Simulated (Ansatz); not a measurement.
Cost and result for the atomization energy of `N[B]1[AlH][B]1O` (9 atoms, 9 bonds).

```xyz
9

N    -0.4351   -1.7247    0.0251
B     0.3502   -0.6456   -0.3011
Al    1.7888    0.7757   -0.4266
B    -0.1272    1.1372    0.1067
O    -1.2702    1.4081    0.7385
H    -1.4401   -1.7276   -0.0609
H    -0.0578   -2.5875    0.3860
H     2.3995    1.2256   -1.8307
H    -1.2081    2.1388    1.3630
```

Total charge 0; spin multiplicity 1. Geometry: relaxed with PBE0-D4/def2-TZVP. It is one conformer, not always the lowest. Program: Ansatz. All runs use 2 threads of an Intel Xeon Platinum 8488C on a shared host. Times are those of one run each, without the atoms' runs, and a repeat can differ threefold. Electronic energies, without spin–orbit coupling; frozen cores. CCSD(T)/CBS adds CCSD(T) − MP2 in def2-TZVPP to the MP2 limit, and its time is that of the two runs behind it. T1 = 0.021; the RHF reference is unstable towards UHF. B3LYP takes the VWN-RPA correlation (the form of Gaussian; ORCA's B3LYP/G). HSE06 is the plane-wave form, built on full-range PBE exchange.

CCSD(T)/CBS is a level of theory with its own doubt, some kJ/mol a heavy atom from the limit and from the frozen cores, so smaller differences don't rank the functionals.

| level | functions | wall time |
| --- | --- | --- |
| LDA (SPW92)/def2-TZVPP | 222 | 1.4 s |
| revPBE-D4/def2-TZVPP | 222 | 2.1 s |
| HSE06-D4/def2-TZVPP | 222 | 3.2 s |
| CAM-B3LYP-D4/def2-TZVPP | 222 | 3.4 s |
| B3LYP-D4/def2-TZVPP (with forces) | 222 | 4.3 s |
| CCSD(T)/def2-SVP | 94 | 4.9 s |
| B2PLYP/def2-TZVPP | 222 | 6.5 s |
| PBE-QIDH/def2-TZVPP | 222 | 7.5 s |
| ωB97X-V/def2-TZVPP | 222 | 8 s |
| ωB97M-V/def2-TZVPP (with forces) | 222 | 10 s |
| MP2/def2-QZVPP | 418 | 26 s |
| CCSD(T)/def2-TZVPP | 222 | 74 s |
| CCSD(T)/CBS(def2) | – | 100 s |

Question: What atomization energy does each give, and how far from CCSD(T)/CBS? (Estimate.)

Answer: The calculation gave: 
| level | atomization (kJ/mol) | difference from CCSD(T)/CBS | per bond |
| --- | --- | --- | --- |
| LDA (SPW92)/def2-TZVPP | 3650.0 | 561.8 | 62.4 |
| revPBE-D4/def2-TZVPP | 3124.8 | 36.6 | 4.1 |
| HSE06-D4/def2-TZVPP | 3132.0 | 43.8 | 4.9 |
| CAM-B3LYP-D4/def2-TZVPP | 3116.2 | 28.0 | 3.1 |
| B3LYP-D4/def2-TZVPP (with forces) | 3115.5 | 27.3 | 3.0 |
| CCSD(T)/def2-SVP | 2915.3 | -172.9 | -19.2 |
| B2PLYP/def2-TZVPP | 3073.7 | -14.5 | -1.6 |
| PBE-QIDH/def2-TZVPP | 3076.6 | -11.6 | -1.3 |
| ωB97X-V/def2-TZVPP | 3101.2 | 13.0 | 1.4 |
| ωB97M-V/def2-TZVPP (with forces) | 3118.1 | 29.9 | 3.3 |
| MP2/def2-QZVPP | 3127.7 | 39.5 | 4.4 |
| CCSD(T)/def2-TZVPP | 2994.6 | -93.6 | -10.4 |
| CCSD(T)/CBS(def2) | 3088.2 | 0.0 | 0.0 |

From r2SCAN to r2SCAN0 (25 % exact exchange), in def2-TZVPP and without D4, the atomization energy moves by −86.0 kJ/mol: exact exchange takes away binding that semilocal exchange gives to molecules. In def2-TZVPP, CCSD(T) changes the Hartree–Fock value by +870.9 kJ/mol (the triples alone add +71.4 kJ/mol) and MP2 by +948.6 kJ/mol; breaking electron pairs costs correlation energy, which Hartree–Fock lacks. The D4 term adds +26.8 kJ/mol with B3LYP and +14.0 kJ/mol with PBE0; it sums over pairs of atoms, weighted by their polarisabilities, and B3LYP, whose exchange is more repulsive, gets the larger term.
